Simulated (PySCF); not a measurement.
Mg(Me)(OSiH3) (CH6MgOSi), SMILES [CH3][Mg][O][SiH3]. Atoms are numbered in the order given.

```xyz
10

Mg     0.0000     0.0000     1.1881
C      0.0000     0.0000     3.2681
H      0.5767    -0.8469     3.6764
H     -1.0218    -0.0760     3.6764
H      0.4451     0.9229     3.6764
O      0.0000     0.0000    -0.6184
Si     0.0000     0.0000    -2.2524
H     -0.8903    -1.0744    -2.8050
H      1.3756    -0.2339    -2.8050
H     -0.4853     1.3083    -2.8050
```

Geometry: PBE0-D3(BJ)/def2-SVP. The structure was generated by enumeration; whether it is a known compound was not checked. One conformer was computed; it need not be the lowest.

Calculation: PBE0-D3(BJ)/def2-SVP (PySCF 2.14.0).

Frequencies are harmonic and unscaled.

A small imaginary wavenumber (i) marks a very flat motion, where grid noise or a shallow saddle decides the sign.

Modes within 1.5 cm⁻¹ of each other (mostly degenerate sets) share a row, with their intensities summed.

```tsv
mode	ν (cm⁻¹)	IR (km/mol)	Raman (Å⁴/amu)	depolarisation	moving atoms (share of kinetic energy)
1	16i	0.0	0.0	–	H 100 %
2–3	62	1.3	0.9	0.75	O 36 %, H 21 %, C 16 %, Mg 13 %, Si 13 %
4–5	150	82.1	2.1	0.75	Mg 45 %, O 36 %, H 13 %
6	382	0.4	27.0	0.15	C 45 %, Si 29 %, H 15 %
7–8	596	199.4	4.1	0.75	H 80 %, C 16 %
9	643	32.4	2.9	0.00	Mg 59 %, C 21 %, Si 11 %, H 8 %
10–11	737	144.8	17.8	0.75	H 83 %, Si 10 %
12–13	957	177.4	58.1	0.75	H 96 %
14	1006	338.8	23.2	0.74	H 90 %, Si 10 %
15	1084	444.8	2.4	0.17	O 75 %, Si 16 %
16	1150	7.9	54.0	0.05	H 81 %, C 18 %
17–18	1424	0.1	9.2	0.75	H 95 %
19–20	2189	407.5	196.5	0.75	H 96 %
21	2204	118.6	224.6	0.01	H 99 %
22	3041	11.6	119.3	0.00	H 97 %
23–24	3143	12.5	252.9	0.75	H 91 %, C 9 %
```
